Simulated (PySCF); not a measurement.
**Electron correlation in Mo²⁺ (molybdenum, charge +2)**

[Kr] 4d3 5s1, high-spin 5F determinant (an excited configuration). Calculation: PySCF 2.14, in def2-TZVPPD with the def2 core potential (28 electrons) (6s4p3d2f1g, 56 functions); a scalar-relativistic core potential. Frozen: 4s2 4p6; 4 electrons correlated.

| level | correlation energy (mhartree) |
| --- | --- |
| CCSD | -32.76 |
| (T) | -0.33 |
| CCSD(T) | -33.09 |

Diagnostics: T1 = 0.0032, D1 = 0.0085, largest double amplitude 0.021.

Cost of the coupled-cluster step: of the order of 2.3 core-seconds, for 4 correlated electrons.

Iterations:

```
CC2 = 0
CCSD nocc = (np.int64(4), np.int64(0)), nmo = (52, 52)
frozen orbitals [[0, 1, 2, 3], [0, 1, 2, 3]]
max_cycle = 100
direct = 0
conv_tol = 1e-08
conv_tol_normt = 1e-06
diis_space = 8
diis_start_cycle = 0
Init t2, MP2 energy = -0.0274736571812116
Init E_corr(UCCSD) = -0.0274736571813116
cycle = 1  E_corr(UCCSD) = -0.0317673833588506  dE = -0.00429372618  norm(t1,t2) = 0.0183626
cycle = 2  E_corr(UCCSD) = -0.0325335482882429  dE = -0.000766164929  norm(t1,t2) = 0.00493771
cycle = 3  E_corr(UCCSD) = -0.0327750002350076  dE = -0.000241451947  norm(t1,t2) = 0.00180401
cycle = 4  E_corr(UCCSD) = -0.0327596697886026  dE = 1.53304464e-05  norm(t1,t2) = 0.000438363
cycle = 5  E_corr(UCCSD) = -0.0327627381742564  dE = -3.06838565e-06  norm(t1,t2) = 0.000101104
cycle = 6  E_corr(UCCSD) = -0.0327625986717045  dE = 1.39502552e-07  norm(t1,t2) = 1.21577e-05
cycle = 7  E_corr(UCCSD) = -0.0327626264402831  dE = -2.77685785e-08  norm(t1,t2) = 2.73563e-06
cycle = 8  E_corr(UCCSD) = -0.0327626098263644  dE = 1.66139187e-08  norm(t1,t2) = 4.47643e-07
cycle = 9  E_corr(UCCSD) = -0.0327626117073456  dE = -1.88098118e-09  norm(t1,t2) = 5.85954e-08
UCCSD converged
E(UCCSD) = -66.66962052530252  E_corr = -0.03276261170734559
UCCSD(T) correction = -0.000327461076427909
```
